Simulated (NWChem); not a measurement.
System: CH2F2O2Si; SMILES O=C(O)[SiH](F)F

Here is an NWChem input.

```
start job
memory heap 200 mb stack 900 mb global 1100 mb
geometry units angstroms noautoz
  O      1.285964     1.471835     0.000000
  C      0.132028     1.105583     0.000000
  O     -0.920339     1.960379     0.000000
  Si    -0.405183    -0.732545     0.000000
  F      0.239800    -1.408007    -1.298437
  F      0.239800    -1.408007     1.298437
  H     -0.552943     2.869312     0.000000
  H     -1.864116    -0.943230     0.000000
end
basis spherical
  * library 6-31g*
end
dft
  xc optx lyp
  iterations 150
  mulliken
end
task dft energy
```

All runs use the structure optimised with B3LYP/6-31G* (spherical d).

**Question.** Give the results of this calculation. (OLYP/6-31G* (spherical d).) Quantities: energy (Ha); highest occupied level (eV); orbital gap (eV); dipole (D).

**Answer.** 
| Property | Result |
|---|---|
| energy (Ha) | -678.92 |
| highest occupied level (eV) | -6.31 |
| orbital gap (eV) | 4.43 |
| dipole (D) | 2.48 |
